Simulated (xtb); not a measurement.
2-heptanone (C7H14O), SMILES CCCCCC(C)=O. All values are semi-empirical tight-binding results from xtb (GFN2-xTB unless named), good for trends rather than for accurate numbers. Geometry: GFN2-xTB. The values are those of a single conformer.

- orbital gap = 3.95 eV
- dipole moment = 3.36 D
- zero-point energy = 122.7 kcal/mol
- G − E(el) at 298.15 K (modified RRHO) = 99.9 kcal/mol
- static polarisability (D4 model) = 88.1 bohr³
- solvation energy, GFN2-xTB/ALPB(water) = -3.3 kcal/mol
- solvation energy, GFN2-xTB/ALPB(ether) = -8.4 kcal/mol

Computed IR lines (harmonic; lines under 4 % of the strongest left out, lines within 3 cm⁻¹ merged):
ν (cm⁻¹): 526 (w), 1126 (w), 1191 (m), 1212 (w), 1234 (w), 1296 (w), 1366 (w), 1775 (vs), 2973 (m), 2980 (w), 2987 (w), 2996 (m), 3031 (m), 3034 (m), 3038 (w), 3057 (w) (against the strongest line: vs over 80 %, s over 45 %, m over 15 %, w over 4 %, vw less)
